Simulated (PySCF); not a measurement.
**Highest orbital energy against ionisation energy along the second row**

Calculated with PySCF 2.14, no spin-orbit coupling. Each cell gives −ε(HOMO) / ΔSCF in eV; NIST values include spin-orbit coupling, (s) semi-empirical, (t) theoretical.

```csv
species,UHF,LDA,PBE,PBE0,r2SCAN,NIST (lowest levels)
"Be⁺ (aug-cc-pVDZ, non-relativistic)",18.092 / 18.091,14.306 / 18.174,14.501 / 18.429,15.490 / 18.401,14.603 / 18.132,18.211
"B⁺ (aug-cc-pVDZ, non-relativistic)",23.793 / 23.492,19.451 / 24.581,19.572 / 24.658,20.841 / 24.615,19.770 / 24.302,25.155
"C⁺ (aug-cc-pVDZ, non-relativistic)",24.838 / 24.180,17.818 / 24.784,17.982 / 24.896,19.806 / 24.867,18.638 / 25.005,24.383
"N⁺ (aug-cc-pVDZ, non-relativistic)",30.352 / 29.225,22.028 / 30.087,22.058 / 29.961,24.265 / 29.959,22.820 / 30.171,29.601 (s)
"O⁺ (aug-cc-pVDZ, non-relativistic)",36.167 / 34.560,26.478 / 35.613,26.405 / 35.330,28.998 / 35.345,27.328 / 35.511,35.121
"F⁺ (aug-cc-pVDZ, non-relativistic)",35.583 / 33.353,26.192 / 35.292,26.448 / 35.438,29.022 / 35.255,27.045 / 35.102,34.971
"Ne⁺ (aug-cc-pVDZ, non-relativistic)",42.121 / 39.321,31.307 / 41.516,31.293 / 41.219,34.277 / 41.077,32.110 / 41.210,40.963
```

How far is −ε(HOMO) from ΔSCF on average for each method, and why?

UHF 1.25 eV; LDA -7.50 eV; PBE -7.38 eV; PBE0 -5.26 eV; r2SCAN -6.73 eV. Hartree-Fock orbital energies lack relaxation and so exceed the ΔSCF value; semilocal functionals have convex E(N) from self-interaction, so their HOMO lies far too high; exact exchange moves hybrids part of the way back.
